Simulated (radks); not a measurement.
The numbers below are computed, except where a source is named.
Isoelectronic series with 55 electrons, all held in the configuration [Xe] 6s1, which need not be the ground one along the series. Level of theory: scalar-relativistic Kohn-Sham, PBE, spin-polarised, spherical densities, finite nucleus; open shells are filled with parallel spins first (spin-orbit coupling, left out, can overturn this in heavy ions); Fermi nuclear charge, rms radius of each element as measured or else 0.836 A^(1/3) + 0.57 fm (a radial shooting solver on a logarithmic mesh with Libxc functionals). Total energies (hartree) and mean radii <r> (bohr):

Cs: E (hartree) -7786.6387; 6s up 5.616; 5p down 2.082; 5p up 2.093; 5s down 1.740
La2+: E (hartree) -8492.2459; 6s up 3.667; 5p down 1.767; 5p up 1.775; 5s down 1.544
Pr4+: E (hartree) -9233.2032; 6s up 2.947; 5p down 1.555; 5p up 1.561; 5s down 1.392
Pm6+: E (hartree) -10009.8478; 6s up 2.518; 5p down 1.398; 5p up 1.402; 5s down 1.271
Eu8+: E (hartree) -10822.5870; 6s up 2.220; 5p down 1.274; 5p up 1.278; 5s down 1.171
Tb10+: E (hartree) -11671.9763; 6s up 1.996; 5p down 1.174; 5p up 1.176; 5s down 1.087
Ho12+: E (hartree) -12558.4284; 6s up 1.818; 5p down 1.090; 5p up 1.092; 5s down 1.014
Tm14+: E (hartree) -13482.6236; 6s up 1.673; 5p down 1.018; 5p up 1.020; 5s down 0.9514
Lu16+: E (hartree) -14445.0767; 6s up 1.552; 5p down 0.9557; 5p up 0.9573; 5s down 0.8960
Ta18+: E (hartree) -15446.6195; 6s up 1.448; 5p down 0.9011; 5p up 0.9025; 5s down 0.8468
Re20+: E (hartree) -16487.8678; 6s up 1.358; 5p down 0.8528; 5p up 0.8539; 5s down 0.8027
Ir22+: E (hartree) -17569.6109; 6s up 1.278; 5p down 0.8095; 5p up 0.8106; 5s down 0.7629
Au24+: E (hartree) -18692.6985; 6s up 1.208; 5p down 0.7706; 5p up 0.7715; 5s down 0.7267
